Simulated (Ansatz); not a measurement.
Calculated with Ansatz (gas phase, PBE0-D4/def2-TZVP geometries, no zero-point term in ΔE). CCSD(T)/CBS is the MP2 limit (def2-TZVPP, def2-QZVPP) plus CCSD(T) − MP2 in def2-TZVPP, frozen cores. This one scheme is used for every species. Functionals use def2-TZVPP. B3LYP here is the variant with VWN-RPA as its local correlation; programs differ in this. For Ge outer-core shells are correlated without core-valence functions, which leaves a few kJ/mol of doubt a bond. Scalar relativity is left out up to krypton. One conformer a species, not always the lowest.

Consider the substitution at a C–Ge bond: `N#[C][Ge]([F])([F])[C]#N` + `OBO` → `N#COBO` + `N#[C][GeH]([F])[F]`.

`N#[C][Ge]([F])([F])[C]#N`:

```xyz
7

N    -1.815    1.515    1.492
C    -1.009    1.053    0.814
Ge    0.310    0.262   -0.291
F     1.838    0.858    0.155
F     0.026    0.715   -1.904
C     0.327   -1.628   -0.175
N     0.322   -2.775   -0.091
```

`OBO`:

Cartesian coordinates in Å:
```
O -0.302 1.009 -0.294
B 0.214 -0.130 0.250
O -0.141 -1.330 -0.266
H 0.007 1.806 0.138
H 0.976 -0.110 1.174
H -0.754 -1.244 -1.003
```

`N#COBO`:

Cartesian coordinates in Å:
```
N -1.068 -2.434 -1.029
C -0.417 -1.498 -0.861
O 0.341 -0.472 -0.719
B 0.115 0.471 0.286
O 0.994 1.478 0.297
H -0.800 0.332 1.038
H 0.835 2.123 0.989
```

`N#[C][GeH]([F])[F]`:

```xyz
6

N     1.203    0.615   -2.108
C     0.649    0.333   -1.140
Ge   -0.339   -0.093    0.438
F     0.566    0.510    1.758
F    -0.317   -1.798    0.580
H    -1.762    0.434    0.472
```

```tsv
level	ΔE (kJ/mol)	difference from CCSD(T)/CBS
r2SCAN-D4	74.3	-17.8
PBE0-D4	72.6	-19.5
B3LYP-D4	75.3	-16.8
ωB97X-V	78.0	-14.1
ωB97M-V	83.3	-8.8
B2PLYP	83.7	-8.4
PBE	68.5	-23.6
r2SCAN	73.8	-18.3
PBE0	71.1	-21.0
B3LYP	72.7	-19.4
HF/def2-TZVPP	76.5	-15.6
CCSD/def2-TZVPP	94.0	1.9
CCSD(T)/def2-TZVPP	95.4	3.3
SCS-MP2/def2-QZVPP	96.0	3.9
MP2/CBS(def2)	96.6	4.5
CCSD/CBS(def2)	90.7	-1.4
CCSD(T)/CBS	92.1	0
```

Largest T1 diagnostic among the species: 0.015.

In def2-TZVPP, CCSD(T) changes the Hartree–Fock value by +18.8 kJ/mol (the triples alone add +1.4 kJ/mol) and MP2 by +23.3 kJ/mol.
